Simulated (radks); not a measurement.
Results of a calculation; reference values are marked as such.
Task: The mean radii <r> (bohr) of the occupied orbitals of an atom or ion are listed with their occupations. Code: a radial shooting solver on a logarithmic mesh with Libxc functionals. Model: scalar-relativistic Kohn-Sham, PBE, spin-unpolarised, spherical densities, finite nucleus; Fermi nuclear charge, rms radius of each element as measured or else 0.836 A^(1/3) + 0.57 fm.

| orbital | occ. | <r> |
|---|---|---|
| 1s | 2 | 0.04029 |
| 2s | 2 | 0.1778 |
| 2p | 6 | 0.1551 |
| 3s | 2 | 0.5106 |
| 3p | 6 | 0.5188 |
| 3d | 10 | 0.5253 |
| 4s | 2 | 1.456 |
| 4p | 6 | 1.726 |
| 5s | 1 | 5.246 |

Name the element and its charge.

Result: Z = 37, rubidium, charge 0: Rb in [Kr] 5s1. The 1s radius gives Z: for a bare nucleus <r> = (2 gamma + 1)/(2Z) with gamma = sqrt(1 - (Z/c)^2), 0.03954 bohr for Z = 37, and screening makes it slightly larger (0.04029 here). The occupations add up to 37, and the charge is Z minus that.
